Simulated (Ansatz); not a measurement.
The input (input.yaml):

```yaml
crystal:
  periodic: [false, false, false]
  atoms:
    - { symbol: C, position_ang: [-0.8955, -1.9828, 0.2005] }
    - { symbol: C, position_ang: [-0.424, -0.8605, 0.0804] }
    - { symbol: Sn, position_ang: [0.4562, 1.0199, -0.1192] }
    - { symbol: H, position_ang: [-1.3296, -2.8757, 0.2794] }
    - { symbol: H, position_ang: [0.1854, 1.6495, -1.7243] }
    - { symbol: H, position_ang: [-0.1728, 2.1237, 1.0935] }
    - { symbol: H, position_ang: [2.2415, 0.858, 0.1441] }
basis:
  gaussian: { orbitals: def2-SVP }
hamiltonian:
  xc: pbe
  dispersion: d4
relax:
  f_tol: 0.02
  max_steps: 40
scf:
  lower_state_search: "off"
```

Launched with:

```bash
$ ansatz run input.yaml --threads 1 --pin off --max-ram 2048MiB --backend cpu --events-out ev --progress --plain --runs-dir out
```

Hardware: 1 thread of Intel(R) Xeon(R) Processor @ 2.50GHz (Skylake/Cascade Lake), with other jobs on the host.

Q: Roughly how long does this run take, and how much memory?

A: 18 s, with a peak of 0.11 GiB, for 6 ionic steps.
